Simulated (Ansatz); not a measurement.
Consider the formal exchange of groups at the Si–S bond: `OCO[SiH2]S` + CH₄ → `C[SiH2]OCO` + H₂S.

Computed with Ansatz on PBE0-D4/def2-TZVP structures; ΔE is electronic, products minus reactants. CCSD(T)/CBS is the MP2 limit (def2-TZVPP, def2-QZVPP) plus CCSD(T) − MP2 in def2-TZVPP, frozen cores. This one scheme is used for every species. DFT in def2-TZVPP. B3LYP here is the variant with VWN-RPA as its local correlation; programs differ in this. One conformer a species, not always the lowest.

`OCO[SiH2]S`:

```xyz
11

O     0.502    0.426    1.562
C     0.782    1.071    0.355
O     0.844    0.181   -0.723
Si   -0.312   -0.965   -0.989
S    -2.296   -0.236   -0.714
H     1.260   -0.112    1.808
H     1.743    1.594    0.387
H    -0.029    1.788    0.209
H    -0.091   -2.137   -0.109
H    -0.191   -1.336   -2.415
H    -2.212   -0.273    0.627
```

CH₄:

```xyz
5

C     0.000    0.000    0.000
H    -0.539   -0.942   -0.091
H     0.597   -0.010    0.911
H    -0.712    0.824    0.042
H     0.654    0.129   -0.862
```

`C[SiH2]OCO`:

Cartesian coordinates in Å:
```
C -2.265 0.335 0.113
Si -0.483 0.250 0.629
O 0.366 -0.328 -0.673
C 1.746 -0.160 -0.807
O 2.463 -0.715 0.252
H -2.885 0.685 0.943
H -2.627 -0.651 -0.188
H -2.397 1.019 -0.728
H -0.334 -0.649 1.806
H 0.050 1.594 0.991
H 2.024 -0.614 -1.766
H 2.011 0.902 -0.812
H 2.332 -1.668 0.240
```

H₂S:

Cartesian coordinates in Å:
```
S 0.168 0.483 -0.349
H 0.838 -0.529 0.222
H -1.007 0.045 0.127
```

```json
{"level": "r2SCAN-D4", "ΔE (kJ/mol)": "74.6", "difference from CCSD(T)/CBS": "3.5"}
{"level": "ωB97X-V", "ΔE (kJ/mol)": "70.1", "difference from CCSD(T)/CBS": "-1.0"}
{"level": "ωB97M-V", "ΔE (kJ/mol)": "70.3", "difference from CCSD(T)/CBS": "-0.8"}
{"level": "PBE0", "ΔE (kJ/mol)": "70.9", "difference from CCSD(T)/CBS": "-0.2"}
{"level": "B3LYP", "ΔE (kJ/mol)": "67.4", "difference from CCSD(T)/CBS": "-3.7"}
{"level": "CCSD(T)/def2-TZVPP", "ΔE (kJ/mol)": "68.7", "difference from CCSD(T)/CBS": "-2.4"}
{"level": "HF/def2-QZVPP", "ΔE (kJ/mol)": "64.7", "difference from CCSD(T)/CBS": "-6.4"}
{"level": "MP2/def2-QZVPP", "ΔE (kJ/mol)": "74.9", "difference from CCSD(T)/CBS": "3.8"}
{"level": "SCS-MP2/def2-QZVPP", "ΔE (kJ/mol)": "71.6", "difference from CCSD(T)/CBS": "0.5"}
{"level": "CCSD/CBS(def2)", "ΔE (kJ/mol)": "68.9", "difference from CCSD(T)/CBS": "-2.2"}
{"level": "CCSD(T)/CBS", "ΔE (kJ/mol)": "71.1", "difference from CCSD(T)/CBS": "0"}
```

Largest T1 diagnostic among the species: 0.012.

The D4 term adds +4.8 kJ/mol with B3LYP and +2.5 kJ/mol with PBE0; it sums over pairs of atoms, weighted by their polarisabilities, and B3LYP, whose exchange is more repulsive, gets the larger term. In def2-TZVPP, CCSD(T) changes the Hartree–Fock value by +3.2 kJ/mol (the triples alone add +2.2 kJ/mol) and MP2 by +8.3 kJ/mol.
